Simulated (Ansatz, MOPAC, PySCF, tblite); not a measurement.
Breaking a bond: HBr, singlet.

- GFN2-xTB, 300 K electronic temperature (tblite)
- PM7, restricted, heats of formation (MOPAC)
- RHF/LANL2DZ = PySCF with restricted Hartree-Fock/LANL2DZ, with its core potentials past Ne
- FCI = full CI/cc-pVDZ, cores with 3d frozen in Ansatz (a first-principles code)

Energies relative to the lowest point of each curve near equilibrium, in mEh; the last columns give the difference from FCI:

```
R / Å  GFN2-xTB    PM7  RHF/LANL2DZ    FCI  GFN2-xTB − FCI  PM7 − FCI  RHF/LANL2DZ − FCI
-----  --------  -----  -----------  -----  --------------  ---------  -----------------
1.14       53.0   67.4         70.4   66.9           -13.8        0.5                3.6
1.22       19.8   33.9         32.7   29.7            -9.9        4.1                3.0
1.28        7.4   17.6         15.6   13.4            -6.0        4.2                2.2
1.34        1.5    7.2          5.5    4.2            -2.6        3.0                1.4
1.38        0.1    3.0          1.9    1.1            -1.0        1.9                0.8
1.42        0.0    0.7          0.1    0.0             0.0        0.7                0.1
1.46        1.0    0.0          0.0    0.5             0.5       -0.5               -0.5
1.49        2.3    0.4          0.8    1.7             0.5       -1.3               -1.0
1.57        7.2    4.7          5.7    7.8            -0.6       -3.2               -2.1
1.65       13.7   12.6         13.7   16.7            -3.0       -4.1               -3.0
1.77       24.9   29.0         29.0   32.6            -7.7       -3.7               -3.6
1.94       42.3   57.0         54.2   56.5           -14.2        0.4               -2.4
2.14       63.0   91.1         85.1   81.8           -18.8        9.3                3.3
2.39       86.8  129.6        122.0  105.7           -18.9       23.9               16.4
2.53       98.4  148.0        141.1  115.2           -16.8       32.8               25.9
2.81      117.0  177.7        174.6  127.3           -10.4       50.4               47.3
3.16      130.5  203.7        208.2  134.3            -3.8       69.5               74.0
3.50          —  220.6        233.0  136.8               —       83.8               96.2
3.85          —  232.5        251.9  137.7               —       94.7              114.2
4.25          —  241.8        267.3  138.1               —      103.7              129.2
4.95          —  252.7        283.8  138.2               —      114.5              145.6
5.69          —  260.6        293.4  138.2               —      122.3              155.2
```

GFN2-xTB is furthest from FCI at 2.39 (-18.9 mEh, below); its mean absolute difference over the points is 7.6 mEh.

PM7 is furthest from FCI at 5.69 (122.3 mEh, above); its mean absolute difference over the points is 33.3 mEh.

RHF/LANL2DZ is furthest from FCI at 5.69 (155.2 mEh, above); its mean absolute difference over the points is 37.8 mEh.

A dash means that the run gave no value there, or that the column was ended at a point which the program doubted or which failed a test of continuity chosen for this set; such a test can also cut sound points.

The restricted form behind PM7, RHF/LANL2DZ keeps the bonding electrons paired and can't separate into open-shell fragments.
